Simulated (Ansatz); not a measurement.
Mean bond length (Å) of eight silicon and germanium compounds: PBE-D3(BJ) beside PBE0-D3(BJ), computed with Ansatz (a first-principles code) for isolated molecules in the bases named; differences from unrounded values. The eight are the first of their class met in an unordered collection, after screening for sound electronic states; none was chosen by its value. Each level has its own optimised geometry.

```
molecule                                       basis  PBE0-D3(BJ)  PBE-D3(BJ)  difference
------------------------------------------  --------  -----------  ----------  ----------
CH5ClFNSi, SMILES Cl[Si@@H](F)CN            def2-SVP        1.416       1.428       0.012
C3H7ClSi, SMILES Cl[SiH2]C1CC1              def2-SVP        1.408       1.418       0.010
CH6ClFSi2, SMILES F[Si@H](Cl)C[SiH3]        def2-SVP        1.559       1.570       0.011
CH₈N₂Si₂, SMILES N[Si@H]1NC[SiH2]1          def2-SVP        1.458       1.469       0.011
C₃H₈Si₂, SMILES [SiH3][Si@@H](C#C)C         def2-SVP        1.471       1.480       0.009
CH12N2Si3, SMILES [SiH2](C[SiH](N)N)[SiH3]  def2-SVP        1.460       1.470       0.010
C4H10OSi, SMILES C=C[C@H]([SiH3])CO         def2-SVP        1.315       1.325       0.010
C₄H₂Cl₂Si, SMILES C#C[Si](Cl)(Cl)C#C        def2-SVP        1.539       1.549       0.010
```

PBE-D3(BJ) lies below PBE0-D3(BJ) in 0 and above it in 8 of the eight; the mean signed difference is 0.010 and the largest 0.012 Å.
